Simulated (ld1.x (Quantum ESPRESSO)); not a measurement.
Values are calculated unless marked as measured or tabulated.
**Potentials for O compared**

Generated with ld1.x 7.5 (TM, RRKJ, ultrasoft, PAW), atompaw 4.2 or ONCVPSP 4.0.1. The cutoff is in Ry: for ld1.x and atompaw files where the sum of valence levels is converged to 10 mRy in a Bessel basis, for ONCV files where the hardest occupied wave has 1 mHa per electron of residual kinetic energy. The error is the largest all-electron minus pseudo excitation energy over each file’s own four to seven test configurations (ionisations up to +4, promotions, holes and added fractions of an electron), all of which were solved. The labels leave out finer settings (local radius, basis sizes, second energies), which also bear on the numbers. Spin-polarised tests are not counted. The rows are a selection from randomly drawn settings: files with unsolved tests, undetermined cutoffs or missed reference levels are left out.

```tsv
potential	cutoff (Ry)	largest error (meV)	bound ghosts
PAW, BP86, non-relativistic, rc 0.70/1.45 (sp), local smoothed, core correction yes, reference 2s1.75 2p4.25	70	+9.3	none
PAW, PBE, non-relativistic, rc 0.85/1.45/1.30 (spd), local smoothed, core correction yes, reference 2s2 2p3	35	-21	none
PAW, PBE, scalar-relativistic, rc 0.85/2.10 (sp), local smoothed, core correction yes, reference 2s1.75 2p4.25	30	-17	none
RRKJ, PBE, non-relativistic, rc 0.80/1.60 (sp), local p, core correction no, reference 2s2 2p4	120	+756	none
```

(1) Fill in the row for O: TM, PBE, scalar-relativistic, rc 0.65/1.65 (sp), local smoothed, core correction no, reference 2s1 2p5.

(2) Fill in the row for O: TM, PBE, scalar-relativistic, rc 0.65/1.75 (sp), local p, core correction no, reference 2s2 2p4.

(3) Fill in the row for O: RRKJ, LDA (PZ), scalar-relativistic, rc 0.70/1.35 (sp), local s, core correction no, reference 2s2 2p3.

Answers

(1) cutoff 80 Ry, largest error +4021 meV, bound ghosts: none.

(2) cutoff 140 Ry, largest error +1211 meV, bound ghosts: none.

(3) cutoff 90 Ry, largest error +1684 meV, bound ghosts: none.
